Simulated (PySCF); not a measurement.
PySCF input (M06-2X/def2-TZVPD):

```python
from pyscf import gto, scf, dft

mol = gto.M(
    atom='''
    C     0.00000000    0.00000000    0.00000000
    Te   -0.00000000   -0.00000000   -1.90330842
    Te    0.00000000    0.00000000    1.90330842
    ''',
    basis='def2-tzvpd',
    ecp='def2-tzvp',
    charge=-1,
    spin=1,
    symmetry='D2h',
    verbose=4,
)

mf = dft.UKS(mol, xc='m062x').density_fit(auxbasis='def2-universal-jkfit')
mf.grids.level = 4
mf.conv_tol = 1e-9
mf.max_cycle = 100
mf.max_memory = 1500
mf.kernel()
if not mf.converged:
    mf = mf.newton()
    mf.kernel(mf.make_rdm1())
mf.analyze()
```

End of the output:

```
Extra cycle  E= -573.979056983852  delta_E= -4.27e-11  |g|= 3.11e-06  |ddm|= 1.51e-05
converged SCF energy = -573.979056983852  <S^2> = 0.7644549  2S+1 = 2.014403
**** SCF Summaries ****
Total Energy =                        -573.979056983851706
Nuclear Repulsion Energy =             160.145392248051962
One-electron Energy =                -1314.991263670120361
Two-electron Energy =                  580.866814438216693
Two-electron Coulomb Energy =          627.826538347150972
DFT Exchange-Correlation Energy =      -46.959723908934265
HOMO-LUMO gap [eV] =                     3.140794298026927
Wave-function symmetry = B2u
alpha occupancy for each irrep:     Ag  B1g  B2g  B3g   Au  B1u  B2u  B3u
                                     7    1    3    3    1    6    4    3
beta  occupancy for each irrep:     Ag  B1g  B2g  B3g   Au  B1u  B2u  B3u
                                     7    1    3    3    1    6    3    3
**** MO energy ****
alpha MO #1 (Ag #1), energy= -10.4289820976779 occ= 1
alpha MO #2 (Ag #2), energy= -6.32857617514974 occ= 1
alpha MO #3 (B1u #1), energy= -6.32857607913535 occ= 1
alpha MO #4 (B1u #2), energy= -4.43267282385277 occ= 1
alpha MO #5 (Ag #3), energy= -4.43266735849777 occ= 1
alpha MO #6 (B2g #1), energy= -4.4285588239893 occ= 1
alpha MO #7 (B3u #1), energy= -4.42855585442421 occ= 1
alpha MO #8 (B3g #1), energy= -4.42624234657876 occ= 1
alpha MO #9 (B2u #1), energy= -4.42623949788566 occ= 1
alpha MO #10 (Ag #4), energy= -1.55563422694279 occ= 1
alpha MO #11 (B1u #3), energy= -1.55561787091684 occ= 1
alpha MO #12 (B3u #2), energy= -1.55042434172069 occ= 1
alpha MO #13 (B2g #2), energy= -1.5503224381614 occ= 1
alpha MO #14 (B2u #2), energy= -1.5486055573681 occ= 1
alpha MO #15 (B3g #2), energy= -1.54850487310485 occ= 1
alpha MO #16 (Au #1), energy= -1.54481925150952 occ= 1
alpha MO #17 (B1g #1), energy= -1.54479896710325 occ= 1
alpha MO #18 (B1u #4), energy= -1.54475934737645 occ= 1
alpha MO #19 (Ag #5), energy= -1.54474345518968 occ= 1
alpha MO #20 (Ag #6), energy= -0.638087981359817 occ= 1
alpha MO #21 (B1u #5), energy= -0.531076408587355 occ= 1
alpha MO #22 (Ag #7), energy= -0.359084205780672 occ= 1
alpha MO #23 (B1u #6), energy= -0.224482556113352 occ= 1
alpha MO #24 (B2u #3), energy= -0.207481562479122 occ= 1
alpha MO #25 (B3u #3), energy= -0.188142592681992 occ= 1
alpha MO #26 (B3g #3), energy= -0.102061935959856 occ= 1
alpha MO #27 (B2g #3), energy= -0.0911492539679442 occ= 1
alpha MO #28 (B2u #4), energy= -0.0146755391107432 occ= 1
alpha MO #29 (B3u #4), energy= 0.100870252592773 occ= 0
alpha MO #30 (B1u #7), energy= 0.10361515339941 occ= 0
alpha MO #31 (Ag #8), energy= 0.118147672492753 occ= 0
alpha MO #32 (B2g #4), energy= 0.133424454460945 occ= 0
alpha MO #33 (B3u #5), energy= 0.133599489381868 occ= 0
alpha MO #34 (B2u #5), energy= 0.139904847884783 occ= 0
alpha MO #35 (B3g #4), energy= 0.141375801272161 occ= 0
alpha MO #36 (Ag #9), energy= 0.144484477633547 occ= 0
alpha MO #37 (Ag #10), energy= 0.188987304341872 occ= 0
alpha MO #38 (B1u #8), energy= 0.227027211974394 occ= 0
alpha MO #39 (Ag #11), energy= 0.23130066691804 occ= 0
alpha MO #40 (B1g #2), energy= 0.23251538044818 occ= 0
alpha MO #41 (B1u #9), energy= 0.242079417895564 occ= 0
alpha MO #42 (B1u #10), energy= 0.267922442518794 occ= 0
alpha MO #43 (Au #2), energy= 0.269509690095419 occ= 0
alpha MO #44 (B3u #6), energy= 0.269615908403104 occ= 0
alpha MO #45 (B2u #6), energy= 0.271325534380767 occ= 0
alpha MO #46 (Ag #12), energy= 0.277222773992841 occ= 0
alpha MO #47 (B2g #5), energy= 0.295602137380713 occ= 0
alpha MO #48 (B3g #5), energy= 0.298192264629729 occ= 0
alpha MO #49 (Ag #13), energy= 0.314688033573217 occ= 0
alpha MO #50 (B1u #11), energy= 0.352974815190544 occ= 0
alpha MO #51 (B2u #7), energy= 0.374003721880616 occ= 0
alpha MO #52 (B3u #7), energy= 0.374205987165146 occ= 0
alpha MO #53 (B2g #6), energy= 0.377440020517555 occ= 0
alpha MO #54 (B3g #6), energy= 0.382380894487359 occ= 0
alpha MO #55 (Ag #14), energy= 0.404695982978952 occ= 0
alpha MO #56 (Ag #15), energy= 0.422178536562241 occ= 0
alpha MO #57 (B1g #3), energy= 0.423071361417202 occ= 0
alpha MO #58 (B1u #12), energy= 0.502615208986632 occ= 0
alpha MO #59 (B2g #7), energy= 0.515398753219349 occ= 0
alpha MO #60 (B3g #7), energy= 0.521296338646168 occ= 0
alpha MO #61 (Ag #16), energy= 0.537673062577799 occ= 0
alpha MO #62 (B1u #13), energy= 0.542381080962632 occ= 0
alpha MO #63 (Au #3), energy= 0.543506790926149 occ= 0
alpha MO #64 (B1g #4), energy= 0.548476437186214 occ= 0
alpha MO #65 (Ag #17), energy= 0.548695734956773 occ= 0
alpha MO #66 (B2u #8), energy= 0.584678318093324 occ= 0
alpha MO #67 (B3u #8), energy= 0.584775288261501 occ= 0
alpha MO #68 (Ag #18), energy= 0.65317899504385 occ= 0
alpha MO #69 (B3u #9), energy= 0.662212959584008 occ= 0
alpha MO #70 (B2u #9), energy= 0.664731626264152 occ= 0
alpha MO #71 (B1u #14), energy= 0.691301151407237 occ= 0
alpha MO #72 (B1u #15), energy= 0.72600250671382 occ= 0
alpha MO #73 (B2g #8), energy= 0.78689311625632 occ= 0
alpha MO #74 (B3g #8), energy= 0.791384833877165 occ= 0
alpha MO #75 (Ag #19), energy= 0.825113591285119 occ= 0
alpha MO #76 (B3g #9), energy= 0.951793160445532 occ= 0
alpha MO #77 (B2g #9), energy= 0.952323762541797 occ= 0
alpha MO #78 (Ag #20), energy= 0.97174900675674 occ= 0
alpha MO #79 (Ag #21), energy= 0.996952786043829 occ= 0
alpha MO #80 (B1g #5), energy= 0.997534233034624 occ= 0
alpha MO #81 (B1u #16), energy= 1.00235720194682 occ= 0
alpha MO #82 (Au #4), energy= 1.04512773731587 occ= 0
alpha MO #83 (B1u #17), energy= 1.04648521687265 occ= 0
alpha MO #84 (B2u #10), energy= 1.05779291608255 occ= 0
alpha MO #85 (B3u #10), energy= 1.05838353343785 occ= 0
alpha MO #86 (B3g #10), energy= 1.05862579890113 occ= 0
alpha MO #87 (B2g #10), energy= 1.05922460328802 occ= 0
alpha MO #88 (B3u #11), energy= 1.17527234952187 occ= 0
alpha MO #89 (B2u #11), energy= 1.17541788515999 occ= 0
alpha MO #90 (Ag #22), energy= 1.22870576794764 occ= 0
alpha MO #91 (B1g #6), energy= 1.22918516227384 occ= 0
alpha MO #92 (Ag #23), energy= 1.27707141548851 occ= 0
alpha MO #93 (B2u #12), energy= 1.30725566479934 occ= 0
alpha MO #94 (B3u #12), energy= 1.32203284006294 occ= 0
alpha MO #95 (B3g #11), energy= 1.34264790205672 occ= 0
alpha MO #96 (B2g #11), energy= 1.35461033384921 occ= 0
alpha MO #97 (B1u #18), energy= 1.38056586100749 occ= 0
alpha MO #98 (Ag #24), energy= 1.42297025513895 occ= 0
alpha MO #99 (B1u #19), energy= 1.61468038389468 occ= 0
alpha MO #100 (Ag #25), energy= 1.68462471045546 occ= 0
alpha MO #101 (B1g #7), energy= 1.69213310508628 occ= 0
alpha MO #102 (Ag #26), energy= 1.69486192951587 occ= 0
[...]
```

This state (charge -1, doublet) is run at the relaxed geometry of the species with charge 0 and multiplicity 1.
